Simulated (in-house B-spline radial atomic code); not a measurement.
# How G0W0 and RPA depend on the start: Ne⁶⁺

Configuration [He] 2s2. Computed with a B-spline radial code for spherical atoms: all electrons, scalar-relativistic (spin-free one-electron X2C), finite nucleus, each spin shell either full or empty, empty states to l = 9 with an (l + 1/2)⁻⁴ tail; G0W0 by contour deformation at full frequency.

```tsv
start	mean-field 2s (eV)	G0W0 (eV)	QP weight	RPA correlation (Eh)
Hartree-Fock	-204.11	-206.67	0.976	-0.21923
LDA VWN5	-191.71	-207.45	0.948	-0.31648
PBE	-192.45	-207.39	0.949	-0.31361
PBE0	-195.66	-207.20	0.959	-0.27674
r2SCAN	-193.12	-207.36	0.953	-0.3
HSE06	-195.22	-207.22	0.958	-0.28023
B3LYP (VWN-RPA)	-195.15	?	?	?
SCAN	-193.21	-207.37	0.952	-0.30058
TPSS	-193.04	-207.35	0.951	-0.3052
BHandHLYP	-198.81	-207.01	0.966	-0.25221
CAM-B3LYP	-197.11	-207.14	0.961	-0.26739
LC-wPBE	-198.26	-207.11	0.963	-0.26217
wB97X	-198.14	?	?	?
PBEsol	-191.96	-207.40	0.949	-0.31321
BLYP	-192.46	-207.39	0.948	-0.31463
r2SCAN0	-196.09	-207.18	0.961	-0.27033
LDA exchange-only	-189.78	-207.37	0.951	-0.31566
```

Question: What G0W0 level, weight and RPA correlation energy follow from the wB97X start?

Answer: G0W0 level -207.03 eV, weight 0.965, RPA correlation -0.25822 hartree.

Question: What G0W0 level, weight and RPA correlation energy follow from the B3LYP (VWN-RPA) start?

Answer: G0W0 level -207.25 eV, weight 0.956, RPA correlation -0.28374 hartree.

Question: How much of the dependence on the start does G0W0 remove?

Answer: The mean-field levels span 14.3 eV and the G0W0 levels 0.782 eV. Against 207.271 ± 0.012 eV (NIST, measured) the G0W0 removal energies are off by -0.60 to +0.18 eV.
